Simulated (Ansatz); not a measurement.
FK, singlet, at a GFN2-xTB geometry (such geometries of metal compounds can be far from the true shape); CAM-B3LYP/6-31G** (Ansatz, a program for electronic structure).

Input for Ansatz:
Ansatz 0.2 input:
```yaml
crystal:
  periodic: [false, false, false]
  atoms:
    - {symbol: K, position_ang: [-0.00000000, -0.00000000, -0.64992819]}
    - {symbol: F, position_ang: [0.00000000, 0.00000000, 1.37207062]}
basis:
  gaussian:
    orbitals: 6-31G__.json
hamiltonian:
  xc: cam_b3lyp
```
The basis file holds 6-31G** in the JSON format of the Basis Set Exchange.

What the program printed (banner, timings and long lists left out):

```
Functional definition: CAM-B3LYP
469 factors; integrals over basis functions are off by at most 4.7e-4 eV
155 factors; integrals over basis functions are off by at most 7.8e-5 eV
mean field evaluation 1: about -19037.6604 eV, gradient 4.8e1 eV
mean field evaluation 2: about -18995.9139 eV, gradient 1.6e2 eV
mean field evaluation 4: about -19041.6888 eV, gradient 1.8e0 eV
mean field evaluation 8: about -19041.6965 eV, gradient 1.3e-1 eV
mean field evaluation 16: about -19041.6966 eV, gradient 5.2e-6 eV
mean field -19041.69656340 eV, -699.7694417795 hartree, gradient 5.2e-6 eV, S^2 0.000000; 0 other end points of the search recorded, 0 dependent functions left out
reference -19041.69669528 eV, -699.7694466260 hartree; 14, 14 occupied and 36, 36 virtual orbitals, 469 factors
Total energy: -19041.69669528 eV, -699.7694466260 hartree
```
